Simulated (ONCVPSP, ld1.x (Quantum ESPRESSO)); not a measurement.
Pseudopotentials across the periodic table

Generated with ld1.x 7.5 (TM, RRKJ, ultrasoft, PAW), atompaw 4.2 or ONCVPSP 4.0.1. The cutoff is in Ry: for ld1.x and atompaw files where the sum of valence levels is converged to 10 mRy in a Bessel basis, for ONCV files where the hardest occupied wave has 1 mHa per electron of residual kinetic energy. The error is the largest all-electron minus pseudo excitation energy over each file’s own four to seven test configurations (ionisations up to +4, promotions, holes and added fractions of an electron), all of which were solved. The labels leave out finer settings (local radius, basis sizes, second energies), which also bear on the numbers. Spin-polarised tests are not counted. The rows are a selection from randomly drawn settings: files with unsolved tests, undetermined cutoffs or missed reference levels are left out.

A true bound ghost makes a file unfit for plane-wave use even where its test errors are small: the radial tests pick states by their node count and pass the ghost by.

```csv
element,potential,cutoff (Ry),largest error (meV),bound ghosts
B,"ONCV, BLYP, scalar-relativistic, rc 1.20/3.35 (sp), local smoothed, core correction no, reference 2s2 2p1, qcut 4.4/4.9, projectors 2/2",25,+321,none
F,"ONCV, LDA (Perdew-Zunger), scalar-relativistic, rc 0.75/1.80 (sp), local smoothed, core correction yes, reference 2s2 2p5, qcut 7.9/5.9, projectors 2/2",332,+4191,none
Ge,"TM, PBEsol, scalar-relativistic, rc 1.35/2.20/2.20 (spd), local s, core correction yes, reference 4s2 4p2",40,-273,d
Nb,"ONCV, PBE, fully relativistic, rc 1.90/1.75/1.70 (spd), local smoothed, core correction yes, reference 4s2 4p6 4d4 5s0.5, qcut 5.3/8.8/5.2, projectors 2/2/2",48,+0.6,none
Cd,"ONCV, PBE, scalar-relativistic, rc 1.45/1.40/1.50 (spd), local smoothed, core correction no, reference 4s2 4p6 4d10 5s2, qcut 9.7/10/12.7, projectors 2/1/3",81,-65,none
Ce,"ONCV, PBE, fully relativistic, rc 4.00/3.70/3.85 (spd), local smoothed, core correction yes, reference 5d1.5 6s1.5, qcut 1.6/2.5/3.7, projectors 2/1/2",9,-48,none
Hg,"ONCV, PBE, scalar-relativistic, rc 1.30/1.40/1.90 (spd), local smoothed, core correction no, reference 5s2 5p6 5d10 6s2, qcut 9.3/8.8/8.5, projectors 3/2/2",69,-17,none
```

Question: Fill in the row for I: ONCV, PBE, scalar-relativistic, rc 1.30/1.10/0.90 (spd), local smoothed, core correction yes, reference 4s2 4p6 4d10 5s2 5p5, qcut 9.2/9.9/12.3, projectors 2/2/1.

Answer: cutoff 116 Ry, largest error -22 meV, bound ghosts: none.

Question: Fill in the row for C: ONCV, PBEsol, scalar-relativistic, rc 1.35/2.15 (sp), local smoothed, core correction yes, reference 2s2 2p2, qcut 5.8/7.1, projectors 2/2.

Answer: cutoff 36 Ry, largest error +629 meV, bound ghosts: none.
